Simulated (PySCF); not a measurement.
Calculation: B3LYP-D3(BJ)/def2-TZVP // PBE0-D4/def2-TZVP (PySCF 2.14.0). Gas-phase values, no solvent. B3LYP has the VWN-RPA correlation part, as in Gaussian. 

Reference species (SMILES): `[CH3][AlH2]` (neutral, multiplicity 1).

```json
{
  "dipole_moment": "0.73 D"
}
```

Changed species: `[AlH]([CH3])[CH3]` (whole molecule; the reference has whole molecule).

What does the change do to the dipole moment?

the dipole moment decreases by 0.08 D, to 0.65 D.
